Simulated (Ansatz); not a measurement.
C2H6ClO2Y, SMILES `C[O][Y]([Cl])[O]C`. Charge 0, multiplicity 1. Y: def2 effective core potential. Geometry: relaxed with PBE0-D4/def2-TZVP. It is one conformer, not always the lowest.

```xyz
12

C     1.063    1.968    1.877
O     0.727    1.441    0.638
Y     0.200    0.604   -1.105
Cl    0.551    1.806   -3.266
O    -0.640   -1.215   -1.062
C    -1.222   -2.471   -0.962
H     0.752    3.017    1.958
H     2.147    1.930    2.040
H     0.582    1.411    2.691
H    -1.519   -2.693    0.070
H    -2.116   -2.543   -1.594
H    -0.525   -3.254   -1.285
```

**Question.** What is the dipole moment at r2SCAN/def2-TZVPP? (Best estimate.)

**Answer.** Ansatz gave: 3.36 D, with components (-0.43, -1.64, 2.90) D in this frame, pointing from negative to positive charge.

**Question.** And with PBE, B3LYP, ωB97M-V? (Estimate.)

**Answer.** Ansatz gave: PBE 3.34 D, B3LYP 3.33 D, ωB97M-V 3.29 D.

**Question.** Give the Mulliken charges with r2SCAN, B3LYP, PBE in def2-TZVPP. (Best estimate.)

**Answer.** The calculation gave: 
| atom | r2SCAN | B3LYP | PBE |
| --- | --- | --- | --- |
| C1 | 0.04 | -0.09 | -0.11 |
| O2 | -0.58 | -0.57 | -0.49 |
| Y3 | 1.22 | 1.20 | 1.06 |
| Cl4 | -0.40 | -0.40 | -0.38 |
| O5 | -0.58 | -0.57 | -0.49 |
| C6 | 0.04 | -0.09 | -0.11 |
| H7 | 0.05 | 0.09 | 0.09 |
| H8 | 0.04 | 0.09 | 0.09 |
| H9 | 0.04 | 0.09 | 0.09 |
| H10 | 0.04 | 0.09 | 0.09 |
| H11 | 0.05 | 0.09 | 0.09 |
| H12 | 0.04 | 0.09 | 0.09 |

B3LYP here is the variant with VWN-RPA as its local correlation; programs differ in this.
